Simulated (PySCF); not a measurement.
# Fine-structure interval of As²⁰⁺ by level of theory

As²⁰⁺ [Ne] 3s2 3p1 [3p1/2^1, M_J = 1/2] → As²⁰⁺ [Ne] 3s2 3p1 [3p3/2^1, M_J = 3/2], as a difference of total energies. All numbers are calculated (PySCF 2.14, the two-component X2C-1e Hamiltonian, in an even-tempered Gaussian basis (19 s from 2.3 bohr⁻², ratio 2.4; 13 p from 2.9 bohr⁻², ratio 2.4; 5 d from 11 bohr⁻², ratio 2.6; 4 f from 17 bohr⁻², ratio 2.6)). Correlated levels: 1s2 frozen; the 52 highest virtual spinors dropped. "Screened" scales the spin-orbit matrix elements by Boettger's factors to mimic the two-electron term; Breit and QED terms are absent.

| method | fine-structure interval (cm⁻¹) |
| --- | --- |
| GHF (screened spin-orbit) | 67539 |
| GMP2 (screened spin-orbit) | 66140 |
| GHF (bare spin-orbit) | 71899 |
